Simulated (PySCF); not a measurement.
## A survey of 29Si NMR shifts

All values are calculated (PySCF): GIAO PBE0/pcSseg-1 shieldings, coordinates at the GFN2-xTB level. Non-relativistic, in vacuum, fast rotation and ring inversion assumed for equivalent nuclei, a single conformation.

Shieldings were converted by a linear fit to measured shifts: 29Si: δ = 279.94 − 0.822σ (rms 8.9 ppm, 72 shifts, 25.8 ppm with the 6 outliers that the fit left out vs TMS, solution or neat liquid). Occasional misses reach two or three times the rms, and more in compound classes unlike the fitted ones.

Task: Give the 29Si shifts of `[SiH3]C[C@H]1C=CO[SiH2]C1`, `C=CS[SiH2]COC`, `C[Si@]([SiH3])(C#N)C1CCC1`.

Result: 
```csv
compound,environment,δ (ppm)
[SiH3:1][CH2:2][C@H:3]1[CH:4]=[CH:5][O:6][SiH2:7][CH2:8]1,"Si7: silicon bonded to C, O, 2 H, in a 6-membered ring",-26.3
[SiH3:1][CH2:2][C@H:3]1[CH:4]=[CH:5][O:6][SiH2:7][CH2:8]1,"Si1: silicon bonded to C, 3 H",-70.1
C=CS[SiH2]COC,"silicon bonded to C, S, 2 H",-33.5
[CH3:1][Si@:2]([SiH3:3])([C:4]#[N:5])[CH:6]1[CH2:7][CH2:8][CH2:9]1,"Si2: silicon bonded to 3 C, Si",-37.4
[CH3:1][Si@:2]([SiH3:3])([C:4]#[N:5])[CH:6]1[CH2:7][CH2:8][CH2:9]1,"Si3: silicon bonded to Si, 3 H",-106.7
```

Task: Order these by 29Si shift, lowest first.
A. C#C[SiH2]/C(CF)=C(/C)F
B. C=C[SiH2]OCSC
C. CO[C@H](CF)[SiH2]F

Result: A (-71.5 ppm, silicon bonded to 2 C, 2 H), B (-41.0 ppm, silicon bonded to C, O, 2 H), C (-15.2 ppm, silicon bonded to C, F, 2 H).
